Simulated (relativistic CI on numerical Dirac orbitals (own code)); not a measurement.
**d1 to d9 in one octahedral field**

Computed with a parametric ligand-field model without spin-orbit coupling, by exact diagonalisation: B = 590, C = 2890, 10Dq = 29900 cm⁻¹ (Oh; |10Dq|/B = 50.7) for every shell. Energies in cm⁻¹; the field energy is (0.6 n_e − 0.4 n_t2) × 10Dq of the ground term; g labels are left out.

| Shell | Ground term | Electrons in e | Field energy | First spin-allowed bands | Lowest term of other spin |
| --- | --- | --- | --- | --- | --- |
| d1 | 2T2 | 0.000 | -11960 | 2E 29900 |  |
| d2 | 3T1 | 0.010 | -23627 | 3T2 28482, 3T1 35915 | 1T2 9531 |
| d3 | 4A2 | 0.000 | -35880 | 4T2 29900, 4T1 36481 | 2E 13337 |
| d4 | 3T1 | 0.018 | -47311 | 3E 27173, 3T1 27919 | 1T2 8287 |
| d5 | 2T2 | 0.033 | -58816 | 2A2 26365, 2T1 26561 | 4T1 16474 |
| d6 | 1A1 | 0.027 | -70958 | 1T1 27809, 1T2 36160 | 3T1 21746 |
| d7 | 2E | 1.018 | -53284 | 2T1 27653, 2T2 28391 | 4T1 16323 |
| d8 | 3A2 | 2.000 | -35880 | 3T2 29900, 3T1 36481 | 1E 10431 |
| d9 | 2E | 3.000 | -17940 | 2T2 29900 |  |

Low spin: d4, d5, d6, d7; the other shells keep the spin of the free ion. Only d4 to d7 can choose; the field needed to pair spins is smallest for d6 and largest for d5, which loses most exchange energy. In the strong-field picture 10Dq must exceed about 6B + 5C = 17990 (d4), 7.5B + 5C = 18875 (d5), 2.5B + 4C = 13035 (d6) and 4B + 4C = 13920 (d7); mixing of terms shifts these bounds somewhat.
